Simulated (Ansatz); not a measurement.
Consider the ligand exchange at the Si–C bond: `OC(O)[SiH3]` + `NB[SeH]` → `[SiH3]NB[SeH]` + `OCO`.

Gas-phase electronic energies from Ansatz, PBE0-D4/def2-TZVP geometries. CCSD(T)/CBS is the MP2 limit (def2-TZVPP, def2-QZVPP) plus CCSD(T) − MP2 in def2-TZVPP, frozen cores. This one scheme is used for every species. Functionals use def2-TZVPP. B3LYP here is the variant with VWN-RPA as its local correlation; programs differ in this. For Se outer-core shells are correlated without core-valence functions, which leaves a few kJ/mol of doubt a bond. Scalar relativity is left out up to krypton. Each species was taken in one conformer, which may not be the lowest.

```
             level  ΔE (kJ/mol)  difference from CCSD(T)/CBS
            PBE-D4        -60.2                         13.4
         r2SCAN-D4        -67.4                          6.2
           PBE0-D4        -66.7                          6.9
          B3LYP-D4        -70.3                          3.3
           ωB97X-V        -68.9                          4.7
           ωB97M-V        -68.5                          5.1
            B2PLYP        -73.5                          0.1
               PBE        -59.8                         13.8
            r2SCAN        -67.1                          6.5
              PBE0        -66.3                          7.3
             B3LYP        -69.7                          3.9
     HF/def2-TZVPP        -87.2                        -13.6
    MP2/def2-TZVPP        -78.2                         -4.6
SCS-MP2/def2-TZVPP        -79.5                         -5.9
   CCSD/def2-TZVPP        -76.7                         -3.1
CCSD(T)/def2-TZVPP        -74.9                         -1.3
     HF/def2-QZVPP        -87.9                        -14.3
    MP2/def2-QZVPP        -77.7                         -4.1
SCS-MP2/def2-QZVPP        -79.0                         -5.4
      HF/CBS(def2)        -88.0                        -14.4
     MP2/CBS(def2)        -76.9                         -3.3
    CCSD/CBS(def2)        -75.4                         -1.8
       CCSD(T)/CBS        -73.6                            0
```

Largest T1 diagnostic among the species: 0.012.

In def2-TZVPP, CCSD(T) changes the Hartree–Fock value by +12.3 kJ/mol (the triples alone add +1.7 kJ/mol) and MP2 by +9.1 kJ/mol. From PBE to PBE0 (25 % exact exchange), in def2-TZVPP and without D4, ΔE moves by −6.5 kJ/mol.
